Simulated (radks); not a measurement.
Spin polarisation of the 3d6 shell in the cobalt ion Co3+. Start: [Ar] 3d(up 3, down 3); electrons of 3d are moved from spin down to spin up, other shells keep equal spins. Method: scalar-relativistic Kohn-Sham, PBEsol, spin-polarised, spherical densities, finite nucleus; Fermi nuclear charge, rms radius of each element as measured or else 0.836 A^(1/3) + 0.57 fm; computed with a radial shooting solver on a logarithmic mesh with Libxc functionals.

moment (Bohr magnetons)  E - E(0) (eV)  e(3d up) (eV)  e(3d down) (eV)  3p down minus up (eV)  3s down minus up (eV)  2p down minus up (eV)
0                                0.000        -45.131          -45.131                  0.000                 0.000                 0.000
1                               -0.281        -45.662          -44.538                  1.174                  1.195                  0.446
2                               -1.125        -46.133          -43.881                  2.351                  2.393                  0.891
3                               -2.534        -46.543          -43.157                  3.536                  3.598                  1.335
4                               -4.513        -46.894          -42.364                  4.732                  4.813                  1.776

At moment 4 the spin-polarisation energy is -4.513 eV and the 3d exchange splitting 4.531 eV, that is 1.133 eV per Bohr magneton; E = -I m^2/4 would give I = 1.128 eV.
